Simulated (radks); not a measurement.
Q: Species: Lu II. Configuration: [Xe] 4f13 6s2 6p1 (not the ground configuration). Calculated with a radial shooting solver on a logarithmic mesh with Libxc functionals: Dirac Kohn-Sham, PBE, spin-unpolarised, spherical densities, point nucleus; open shells are shared between the two j in proportion to 2j + 1.

Spin-orbit splittings of the eigenvalues, e(l+1/2) - e(l-1/2), with zeta = 2 splitting/(2l+1) and mean radii in bohr:

shell  occ.  splitting (eV)  zeta (eV)  <r> j=l-1/2  <r> j=l+1/2
2p        6            1118      745.0      0.06741      0.07502
3p        6           238.3      158.9       0.2020       0.2162
3d       10           52.02      20.81       0.1899       0.1943
4p        6           54.40      36.27       0.4844       0.5168
4d       10           9.963      3.985       0.5392       0.5505
4f       13           1.605     0.4586       0.6808       0.6924
5p        6               ?          ?        1.272        1.371
6p        1          0.7984     0.5322        3.659        3.901

Estimate the 5p splitting.

A: 7.541 eV (zeta = 5.027 eV).
